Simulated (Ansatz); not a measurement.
`C=C[SiH2]S` and `C=C[SiH2]CN` differ in one atom or group.

Ansatz, PBE0-D4/def2-TZVP geometries, multiplicity 1. Each molecule was computed in one conformer, which needn't be the lowest.

| property | `C=C[SiH2]S` |
| --- | --- |
| HOMO energy (B3LYP/def2-TZVPP) / eV | -7.13 |
| zero-point energy (PBE0-D4/def2-TZVP) / kJ/mol | 181.8 |
| size of the dipole moment (B3LYP/def2-TZVPP) / D | 1.73 |
| size of the dipole moment (PBE/def2-TZVPP) / D | 1.68 |
| HOMO energy (PBE0/def2-TZVPP) / eV | -7.37 |
| HOMO–LUMO gap (B3LYP/def2-TZVPP) / eV | 6.13 |

What does the change do to each property? (Best estimate.)

Computed: 
```csv
property,`C=C[SiH2]CN`,shift
HOMO energy (B3LYP/def2-TZVPP) / eV,-6.28,0.85
zero-point energy (PBE0-D4/def2-TZVP) / kJ/mol,299.8,118.0
size of the dipole moment (B3LYP/def2-TZVPP) / D,1.03,-0.70
size of the dipole moment (PBE/def2-TZVPP) / D,0.95,-0.73
HOMO energy (PBE0/def2-TZVPP) / eV,-6.49,0.88
HOMO–LUMO gap (B3LYP/def2-TZVPP) / eV,5.53,-0.60
```

With PBE0 the HOMO rises by 0.88 eV and the LUMO rises by 0.27 eV, so the gap narrows by about 0.61 eV. PBE moves the HOMO by 1.02 eV and ωB97M-V by 0.76 eV. The zero-point energy changes by 118.0 kJ/mol with +12 modes. Dipoles are sizes alone; their direction can turn.

B3LYP here is the variant with VWN-RPA as its local correlation; programs differ in this.
